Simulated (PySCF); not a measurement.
# Electronic structure of Cd³¹⁺ (cadmium, charge +31) at the UHF level

Configuration: [Ne] 3s2 3p5, 2P determinant. All numbers are calculated (PySCF 2.14, no relativity, point nucleus, in an uncontracted even-tempered set (16 s from 4.4 bohr⁻², ratio 2.5; 11 p from 5.7 bohr⁻², ratio 2.5; 5 d from 27 bohr⁻², ratio 2.7; 4 f from 41 bohr⁻², ratio 2.7)).

| Item | Value |
| --- | --- |
| Total energy | -4757.263446 hartree |
| One-electron energy | -5454.2650 hartree |
| Hartree (Coulomb) energy | 794.6580 hartree |
| Exchange energy | -97.6564 hartree |
| Kinetic energy | 4758.06499 hartree |
| ⟨S²⟩ | 0.7510 |
| ⟨L²⟩ | 2.003 |
| Sum of ⟨r⟩ | 3.297 bohr |
| Sum of ⟨r²⟩ | 0.9877 bohr² |
| Traceless quadrupole moment −½Σ⟨3z² − r²⟩ along its main axis | 0.0474 e·bohr² |
| Density at the nucleus (Gaussians lack the cusp) | 76800 bohr⁻³ |
| Spin density at the nucleus | 1.32 bohr⁻³ |

| shell | electrons | mean orbital energy (eV) | spread (eV) | rms radius, mean of both spins (bohr) |
| --- | --- | --- | --- | --- |
| 1s α | 1 | -27591.1 | 0 | 0.0367 |
| 1s β | 1 | -27587.1 | 0 | 0.0367 |
| 2s α | 1 | -5405.3 | 0 | 0.147 |
| 2s β | 1 | -5402.7 | 0 | 0.147 |
| 2p α | 3 | -5147.8 | 5.978 | 0.127 |
| 2p β | 3 | -5143.0 | 4.363 | 0.127 |
| 3s α | 1 | -2025.9 | 0 | 0.356 |
| 3s β | 1 | -2009.8 | 0 | 0.356 |
| 3p α | 3 | -1921.2 | 9.833 | 0.344 |
| 3p β | 2 | -1913.7 | 0 | 0.344 |

A non-relativistic calculation at this Z misses sizeable relativistic shifts. Spin-orbit coupling, absent here, splits the open shell strongly.

Spin-orbit constants ζ (cm⁻¹) from the X2C one-electron operator on these orbitals (non-relativistic here): bare nucleus, nucleus screened by l(l+1)(2l+1)/3 electrons, and screened by the Breit-Pauli mean field of the electrons.

```csv
shell,bare,screened nucleus,mean field
2p,923200,884800,866400
3p,207800,199100,195000
```

To first order the Landé constant is A = -195000 cm⁻¹, so the lowest level has J = 3/2 and lies 12.1 eV below the centre of the term.
